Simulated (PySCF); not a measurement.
## Radial density of S³⁺ (sulfur, charge +3)

wB97X-V, [Ne] 3s2 3p1, 2P determinant. Calculation: PySCF 2.14, in aug-cc-pV(5+d)Z (8s7p6d4f3g2h, 136 functions); the non-relativistic Hamiltonian (point nucleus).

| r (bohr) | 4πr²ρ (e/bohr) | 4πr²(ρα − ρβ) |
| --- | --- | --- |
| 0.00155 | 0.07679 | 0.0000 |
| 0.00260 | 0.2100 | 0.0000 |
| 0.00438 | 0.5614 | 0.0000 |
| 0.00737 | 1.443 | 0.0000 |
| 0.0124 | 3.478 | 0.0000 |
| 0.0208 | 7.516 | 0.0003 |
| 0.0351 | 13.55 | 0.0018 |
| 0.0590 | 18.17 | 0.0100 |
| 0.0992 | 15.90 | 0.0422 |
| 0.167 | 11.91 | 0.1201 |
| 0.281 | 16.52 | 0.1683 |
| 0.472 | 14.19 | 0.0300 |
| 0.794 | 3.909 | 0.1506 |
| 1.34 | 2.463 | 0.7122 |
| 2.25 | 0.8274 | 0.3208 |
| 3.78 | 0.02172 | 0.0125 |
| 6.36 | 1.250e-05 | 0.0000 |
